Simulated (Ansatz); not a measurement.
Program: Ansatz. Geometries: PBE0-D4/def2-TZVP. ΔE: electronic, gas phase. CBS: MP2 limit from def2 TZ/QZ plus the TZ coupled-cluster correction, frozen cores. This one scheme is used for every species, atoms too. Functionals use def2-TZVPP. B3LYP here is the variant with VWN-RPA as its local correlation; programs differ in this. No spin–orbit coupling; open shells (•) take unrestricted orbitals. Spin–orbit coupling would lower the free atoms: a little for C, Si; clearly for Se. For Se outer-core shells are correlated without core-valence functions, so the limit isn't a true one: a few kJ/mol of doubt a bond, and 10 to 20 or more in all where bonds break to atoms. Scalar relativity is left out up to krypton. One conformer a species, not always the lowest.

`C=C[Se][SiH2]C` → 3 C• + 8 H• + Se• + Si•  (atomization)

Problem. What is ΔE at CCSD(T)/CBS? (Estimate.)

Solution. Ansatz gave: +49.25 eV.

Problem. What do these levels give: r2SCAN-D4, B3LYP-D4, ωB97M-V, PBE, r2SCAN, HF/def2-TZVPP, MP2/def2-TZVPP, SCS-MP2/def2-TZVPP, CCSD/def2-TZVPP, MP2/def2-QZVPP, HF/CBS(def2), MP2/CBS(def2)? (An estimate is asked.)

Solution. Ansatz gave: r2SCAN-D4 49.35, B3LYP-D4 49.20, ωB97M-V 49.19, PBE 49.61, r2SCAN 49.27, HF/def2-TZVPP 36.58, MP2/def2-TZVPP 48.47, SCS-MP2/def2-TZVPP 48.37, CCSD/def2-TZVPP 47.35, MP2/def2-QZVPP 49.17, HF/CBS(def2) 36.63, MP2/CBS(def2) 49.67 eV.

Largest T1 diagnostic among the species: 0.012.

The D4 term adds +0.53 eV with B3LYP and +0.28 eV with PBE0; it sums over pairs of atoms, weighted by their polarisabilities, and B3LYP, whose exchange is more repulsive, gets the larger term. From PBE to PBE0 (25 % exact exchange), in def2-TZVPP and without D4, ΔE moves by −0.56 eV: exact exchange takes away binding that semilocal exchange gives to molecules. In def2-TZVPP, CCSD(T) changes the Hartree–Fock value by +11.46 eV (the triples alone add +0.70 eV) and MP2 by +11.89 eV; breaking electron pairs costs correlation energy, which Hartree–Fock lacks.

For atomizations the MP2-based limit and the directly extrapolated one differ by several kJ/mol either way, and by 10 to 25 for some Ge, Se and Sn compounds, so smaller differences from it don't rank the levels.
